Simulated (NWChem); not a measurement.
# C3H7NSi; SMILES C=C/C=N/[SiH3]

```xyz
12

C      0.7552     2.5497     0.0000
C     -0.4605     1.9908     0.0000
C     -0.6683     0.5305     0.0000
N      0.2878    -0.3064     0.0000
Si     0.1254    -2.0507     0.0000
H      1.6437     1.9110     0.0000
H      0.8901     3.6339     0.0000
H     -1.3616     2.6131     0.0000
H     -1.7394     0.2276     0.0000
H     -0.6129    -2.5218     1.2159
H     -0.6129    -2.5218    -1.2159
H      1.4822    -2.6636     0.0000
```
Atoms are numbered in this order, from 1.

All runs: NWChem. Pople sets run with spherical d functions. The geometry was optimised at PBE0/def2-SVP. Not confirmed as a minimum by frequencies. GIAO values for the isolated, static molecule; σ is the absolute isotropic shielding, δ = σ(reference) − σ with the isolated reference molecule computed at the same levels (13C: tetramethylsilane, 1H: tetramethylsilane, 15N: ammonia).

### Question
Estimate the computed values for Hartree-Fock/6-31G*. Quantities: δ C1 (ppm); δ C2 (ppm); δ N4 (ppm); δ H6 (ppm); δ H7 (ppm); δ H9 (ppm); δ H10 (rotor mean) (ppm).

### Answer
```
Quantity                  Value
------------------------  -----
δ C1 (ppm)                128.0
δ C2 (ppm)                127.1
δ N4 (ppm)                309.9
δ H6 (ppm)                 7.17
δ H7 (ppm)                 5.81
δ H9 (ppm)                 8.42
δ H10 (rotor mean) (ppm)   4.85
```
